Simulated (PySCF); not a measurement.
S (SMILES [S+]), charge +1, quartet. Base run: BLYP/6-311G** (PySCF).

Geometry (Å):
```xyz
1

S      0.0000     0.0000     0.0000
```
Charge +1, spin multiplicity 4.
Orbitals are unrestricted.
All else is at PySCF's defaults.
Base energy -397.73532 Eh.

Each row names what was changed in the base input (with any setting that the change needs).

| change | ΔE vs base (µEh) | SCF cycles | <S^2> |
|---|---|---|---|
| base | 0.0 | 6 | 3.750 |
| init_guess = mod_huckel | 0.0 | 6 | 3.750 |
| init_guess = 1e | 0.0 | 8 | 3.750 |
| init_guess = atom | 0.0 | 6 | 3.750 |
| conv_tol = 1e-6 | 0.0 | 6 | 3.750 |
| diis = off; damp = 0.3 (with mf.diis_start_cycle = 200; with mf.max_cycle = 150) | 0.0 | 9 | 3.750 |
| conv_tol = 1e-12 | 0.0 | 8 | 3.750 |
| diis_space = 2 | 0.0 | 9 | 3.750 |
| init_guess = vsap | 0.0 | 6 | 3.750 |
| solver = newton | 0.0 | - | 3.750 |
| level_shift = 0.3 (with mf.max_cycle = 100) | 0.0 | 9 | 3.750 |
| damp = 0.5; diis_start_cycle = 5 | 0.0 | 9 | 3.750 |
| conv_tol = 1e-4 | 0.0 | 5 | 3.750 |

Open shells are given as the SCF converged; they aren't shown to be the lowest states, and a large step between rows can be another state.
